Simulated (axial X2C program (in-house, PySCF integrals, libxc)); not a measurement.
# GeAs along the bond: PBE0, with spin–orbit coupling

Calculated with an axial X2C code built on PySCF integrals. Two-component (2c) means X2C with spin–orbit coupling and atomic mean-field two-electron Coulomb and Gaunt terms. Basis: As dyall-cv3z [9s9p6d4f1g], Ge dyall-cv3z [9s9p7d4f1g] (cores contracted in-house); Gaussian nuclei, density fitting, unrestricted open shells. Masses: As 74.922 u, Ge 73.921 u.

State: Ω = 3/2 (⟨Sz⟩ = 0.50, ⟨Lz⟩ = 1.00 at PBE0). Dipoles are positive if Ge is the positive end.

```csv
R (Å),μ (D),HOMO (eV),LUMO (eV)
1.953,0.276,-6.52,-4.97
2.043,0.505,-6.58,-4.76
2.110,0.680,-6.61,-4.62
2.178,0.854,-6.46,-4.49
2.245,1.026,-6.31,-4.37
2.324,1.220,-6.15,-4.25
2.402,1.396,-6.00,-4.14
2.503,1.545,-5.84,-4.03
2.627,1.596,-5.74,-3.94
2.806,1.671,-5.70,-3.83
```

Task: The minimum lies at 2.237 Å. What is the dipole moment there, and its slope?

Result: At PBE0, 2c, with the sign and origin stated: μ = 1.01 D, dμ/dR = 2.53 D/Å.

Occupations by symmetry block were frozen at the best pattern of an incomplete PBE0 search. Density functionals use the spin component along the axis (collinear). Other states lie close and PBE0, whose exact exchange favours high spin, may order them wrongly; the determinant shown need not be the ground state. The nearest other 2c determinant of the search, Ω = 1/2, lies 0.14 eV up at the distance of the search. Without a current term, density functionals place determinants with orbital angular momentum somewhat too high. The determinant is spin-polarised beyond a pure state at some levels (its spin-free form has ⟨S²⟩ too high), which makes Re and μ there less reliable.
